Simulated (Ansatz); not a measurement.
The cluster AlNi₂⁻. The state is a quintet with charge -1. Geometry PBE-D4/def2-TZVPD.

```xyz
3

Ni   -0.336   -0.612    1.132
Ni    0.458    1.248    0.000
Al   -0.122   -0.636   -1.132
```

At HF/def2-TZVPD the charge -1 quintet is spin-contaminated (final ⟨S²⟩ up to 6.47, 6.00 for a pure state). At PBE-D4/def2-TZVPD, BLYP-D4/def2-TZVPD, PBE0-D4/def2-TZVPD, BHLYP-D4/def2-TZVPD the highest occupied level of the charge -1 quintet lies above zero (up to 1.49 eV). It is a level of α spin, whose loss leaves a quartet; that state wasn't run at this geometry and level. The electron is either unbound and held by the finite basis, or the level is raised by self-interaction error. The order of the spin states hangs on the level: the triplet lies 0.24 eV below the quintet at PBE0-D4/def2-TZVPD, but 0.13 eV above it at HF/def2-TZVPD. The quintet is doubtful at HF/def2-TZVPD (⟨S²⟩ 6.47, where a pure state has 6.00). The triplet is doubtful at HF/def2-TZVPD (⟨S²⟩ 3.29, where a pure state has 2.00). The structure comes from a short search, and lower isomers may exist.

**Question.** Estimate the α-spin orbital energies around the gap (eV) in Ansatz with HF/def2-TZVPD, PBE-D4/def2-TZVPD, BLYP-D4/def2-TZVPD, PBE0-D4/def2-TZVPD, BHLYP-D4/def2-TZVPD.

**Answer.** 
```tsv
orbital	HF/def2-TZVPD	PBE-D4/def2-TZVPD	BLYP-D4/def2-TZVPD	PBE0-D4/def2-TZVPD	BHLYP-D4/def2-TZVPD
HOMO−5	-8.60	-0.50	-0.45	-3.46	-5.10
HOMO−4	-8.24	-0.48	-0.45	-3.36	-4.96
HOMO−3	-7.41	-0.46	-0.32	-2.92	-4.69
HOMO−2	-1.97	-0.30	-0.27	-0.85	-1.25
HOMO−1	-1.73	0.30	0.47	-0.66	-1.01
HOMO	-1.21	1.24	1.49	0.34	0.01
LUMO	4.00	1.80	1.98	2.34	2.91
LUMO+1	4.29	2.39	2.58	2.96	3.54
LUMO+2	4.94	2.80	3.02	3.32	3.95
LUMO+3	5.37	3.39	3.59	3.91	4.57
LUMO+4	5.57	3.55	3.71	3.93	4.59
LUMO+5	5.71	3.73	3.91	4.18	4.68
β HOMO	-2.20	0.23	0.25	-0.54	-1.00
β LUMO	4.18	0.49	0.44	1.76	2.30
```
